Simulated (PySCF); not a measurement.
## Do core-level shifts follow atomic charges?

Species: C4H3FNP.
Numbering: `[F:1][c:2]1[cH:3][p:4][cH:5][cH:6][n:7]1`

Binding energies: delta-SCF UKS SCAN, pcX-2 on the ionised atom, pcseg-1 elsewhere, spin-free X2C (PySCF 2.14.0). Charges: PBE0/pcSseg-1 ground-state density, for the ionised atom.

```json
{"atom": "C5", "environment": "aromatic CH carbon", "C 1s (eV)": "290.70", "Mulliken (e)": "-0.471", "IAO (e)": "-0.424", "Hirshfeld (e)": "-0.117", "ESP (e)": "-0.145"}
{"atom": "C3", "environment": "aromatic CH carbon", "C 1s (eV)": "290.85", "Mulliken (e)": "-0.492", "IAO (e)": "-0.450", "Hirshfeld (e)": "-0.129", "ESP (e)": "-0.222"}
{"atom": "C6", "environment": "aromatic CH next to a ring nitrogen", "C 1s (eV)": "292.00", "Mulliken (e)": "+0.152", "IAO (e)": "+0.016", "Hirshfeld (e)": "+0.032", "ESP (e)": "+0.160"}
{"atom": "C2", "environment": "aromatic C–F carbon", "C 1s (eV)": "294.03", "Mulliken (e)": "+0.522", "IAO (e)": "+0.424", "Hirshfeld (e)": "+0.149", "ESP (e)": "+0.591"}
```

Q: Give the correlation coefficient and slope of binding energy on charge for each scheme.

A: ESP: r = 0.99, slope 4.1 eV per e; IAO: r = 0.99, slope 3.7 eV per e; Hirshfeld: r = 0.98, slope 11.3 eV per e; Mulliken: r = 0.96, slope 3.0 eV per e. On 4 points no scheme stands out.

Q: The point-charge model writes a binding energy as kq + V + constant, with V the potential of the other atoms' charges at the site. What does it give with the ESP charges?

A: V = Σ 14.40 eV Å × q/r over all other atoms: +2.48 eV at C5, +4.46 eV at C3, -2.71 eV at C6, -8.27 eV at C2. Fitting binding energy − V to q gives k = 19.5 eV per e and leaves an rms residual of 0.35 eV, against 0.19 eV for the fit on q alone. The model has no term for differences in relaxation between sites.

Geometry: GFN2-xTB; no solvent, vibrations or thermal averaging.
